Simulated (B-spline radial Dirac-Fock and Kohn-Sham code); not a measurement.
Ir⁷⁺ 4s: cross section and angular parameters

System: the Ir⁷⁺ ion in the configuration 1s2 2s2 2p6 3s2 3p6 3d10 4s2 4p6 4d10 4f14 5s2 5p6 5d2; threshold 787.8 eV (orbital energy of the model). These are calculated numbers from a radial B-spline solver; the model is Dirac-Hartree-Slater photoionisation with a Latter tail; cross sections with all multipoles, angular parameters from the dipole term and its interference with E2.

For linearly polarised light dσ/dΩ = σ/(4π) [1 + β P₂(cos θ) + (δ + γ cos²θ) sin θ cos φ], with θ from the polarisation vector and φ the angle between the beam and the projection of the electron momentum on the plane normal to the polarisation.

```csv
hν (eV),σ (kb),β,γ
1130,36.1,1.837,0.687
1140,35.8,1.839,0.685
1330,29.7,1.860,0.652
1480,25.9,1.871,0.621
1486.9,25.7,1.871,0.620
1770,20.2,1.886,0.554
1940,17.8,1.893,0.515
2900,9.63,1.914,0.311
2984.4,9.19,1.915,0.295
3070,8.77,1.916,0.279
4910,3.96,1.931,0.017
5414.7,3.33,1.933,-0.031
6000,?,?,?
7450,1.85,1.939,-0.143
9270,1.22,1.942,-0.169
10400,0.978,1.943,-0.161
12000,0.738,1.945,-0.125
13600,0.575,1.946,-0.067
15000,0.471,1.946,-0.005
```

**Question.** Give the values at 6000 eV.

**Answer.** σ = 2.76 kb, β = 1.935, γ = -0.075. For an s subshell δ is negligible.
